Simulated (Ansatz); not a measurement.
Reaction (formal exchange of groups at a C–C bond): `C[C@H](Br)[C@@H](C)Br` + `BS` → `CC(Br)BS` + `CCBr`

Calculated with Ansatz (gas phase, PBE0-D4/def2-TZVP geometries, no zero-point term in ΔE). CCSD(T)/CBS adds triple-zeta CCSD(T) − MP2 to the extrapolated MP2 energy (def2 sets, frozen cores). This one scheme is used for every species. DFT in def2-TZVPP. B3LYP here is the variant with VWN-RPA as its local correlation; programs differ in this. For Br outer-core shells are correlated without core-valence functions, which leaves a few kJ/mol of doubt a bond. Scalar relativity is left out up to krypton. One conformer a species, not always the lowest.

`C[C@H](Br)[C@@H](C)Br`:

Z-matrix (Å, degrees):
```
C
C 1 1.509
H 1 1.091 2 109.9
H 1 1.090 2 110.4 3 119.9
H 1 1.092 2 110.8 3 -120.0
Br 2 1.975 1 107.6 3 -175.4
C 2 1.517 1 115.6 3 64.4
H 2 1.090 1 111.6 3 -62.1
C 7 1.509 2 115.6 1 -180.0
Br 7 1.975 2 107.6 1 -59.8
H 7 1.090 2 109.8 1 52.7
H 9 1.091 7 109.9 2 -64.4
H 9 1.090 7 110.4 2 175.7
H 9 1.092 7 110.8 2 55.6
```

`BS`:

```xyz
5

B    -0.523   -0.139    0.207
S     1.050    0.659    0.275
H    -1.235    0.036    1.147
H    -0.841   -0.806   -0.725
H     1.550    0.250   -0.904
```

`CC(Br)BS`:

```xyz
11

C    -0.898   -0.922    0.053
C     0.507   -0.483   -0.264
Br    0.701   -0.141   -2.208
B     1.059    0.902    0.225
S     0.083    2.247    0.854
H    -1.146   -1.862   -0.442
H    -1.636   -0.179   -0.254
H    -0.990   -1.071    1.134
H     1.223   -1.284   -0.082
H     2.233    1.110    0.197
H    -1.136    1.683    0.787
```

`CCBr`:

Cartesian coordinates in Å:
```
C -0.298 0.495 -0.566
C 0.431 -0.394 0.406
Br -0.790 -1.190 1.702
H 0.419 0.922 -1.275
H -0.800 1.316 -0.052
H -1.045 -0.064 -1.131
H 1.164 0.150 0.999
H 0.918 -1.234 -0.083
```

```tsv
level	ΔE (kcal/mol)
B3LYP-D4	-8.4
ωB97M-V	-7.2
HF/CBS(def2)	-9.1
CCSD/CBS(def2)	-6.4
```

Q: What does CCSD(T)/CBS give? (Best estimate.)

A: Computed: -6.0 kcal/mol. The listed levels differ from it by -2.4, -1.2, -3.1, -0.4 kcal/mol.

Largest T1 diagnostic among the species: 0.015.

The D4 term adds +1.3 kcal/mol with B3LYP and +0.7 kcal/mol with PBE0; it sums over pairs of atoms, weighted by their polarisabilities, and B3LYP, whose exchange is more repulsive, gets the larger term. In def2-TZVPP, CCSD(T) changes the Hartree–Fock value by +2.4 kcal/mol (the triples alone add +0.4 kcal/mol) and MP2 by +3.2 kcal/mol.

CCSD(T)/CBS has its own doubt, a few kJ/mol and more with outer-core shells, so smaller differences from it don't rank the levels.
